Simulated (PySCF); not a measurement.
C3H8O2Si. Atoms are numbered in the order given.

```xyz
14

C      2.9083    -0.3130    -0.1987
O      1.5340    -0.4061     0.0759
C      0.9312     0.8240     0.4225
Si    -0.9026     0.4307     0.7242
C     -1.5689    -0.5228    -0.8241
O     -2.7502    -0.6077    -1.0724
H      3.1112     0.3683    -1.0495
H      3.4767     0.0564     0.6783
H      3.2698    -1.3189    -0.4567
H      1.0380     1.5713    -0.3938
H      1.4071     1.2759     1.3189
H     -1.0529    -0.4575     1.9113
H     -1.6982     1.6752     0.9199
H     -0.8091    -1.0192    -1.4930
```
Charge 0, spin multiplicity 1.

Geometry optimised at B3LYP-D3(BJ)/def2-SVP. This is a generated structure with no PubChem entry under its InChIKey; it may be hypothetical. The values are those of a single conformer.

These are TDDFT-M06-2X/def2-SVPD in PySCF values and carry that method's errors.

Vertical excitations. 

Problem. List the lowest excited states. (Estimate from the structure and the level; the computed values follow.)

Solution. 
| state | energy (eV) | λ (nm) | f | main pairs |
|---|---|---|---|---|
| S1 | 2.85 | 434 | 0.000 | HOMO→LUMO 93 % |
| S2 | 6.67 | 186 | 0.031 | HOMO→LUMO+2 66 %, HOMO→LUMO+3 18 % |
| S3 | 6.77 | 183 | 0.001 | HOMO−1→LUMO 94 % |
| S4 | 6.87 | 180 | 0.004 | HOMO→LUMO+1 64 %, HOMO→LUMO+4 14 % |
| S5 | 7.01 | 177 | 0.016 | HOMO−2→LUMO 89 % |
| S6 | 7.36 | 168 | 0.073 | HOMO→LUMO+3 33 %, HOMO→LUMO+2 16 %, HOMO→LUMO+4 13 %, HOMO−1→LUMO+1 8 % |
| S7 | 7.49 | 166 | 0.007 | HOMO−1→LUMO+1 51 %, HOMO→LUMO+4 8 % |
| S8 | 7.74 | 160 | 0.034 | HOMO−3→LUMO 38 %, HOMO→LUMO+6 12 %, HOMO→LUMO+3 11 %, HOMO→LUMO+5 10 % |
| S9 | 7.84 | 158 | 0.028 | HOMO−3→LUMO 23 %, HOMO→LUMO+5 20 %, HOMO−7→LUMO 13 %, HOMO−6→LUMO 7 % |
| S10 | 7.95 | 156 | 0.021 | HOMO−7→LUMO 24 %, HOMO−6→LUMO 12 %, HOMO−5→LUMO 12 %, HOMO→LUMO+5 11 % |
| T1 | 2.39 | 518 | 0 | HOMO→LUMO 92 % |
| T2 | 5.82 | 213 | 0 | HOMO−6→LUMO 39 %, HOMO−5→LUMO 26 %, HOMO−3→LUMO 22 % |
| T3 | 6.39 | 194 | 0 | HOMO→LUMO+2 70 % |
| T4 | 6.74 | 184 | 0 | HOMO−1→LUMO 84 % |
Triplets are in the Tamm–Dancoff approximation, which puts them higher than full response would, so one can lie above its singlet here.
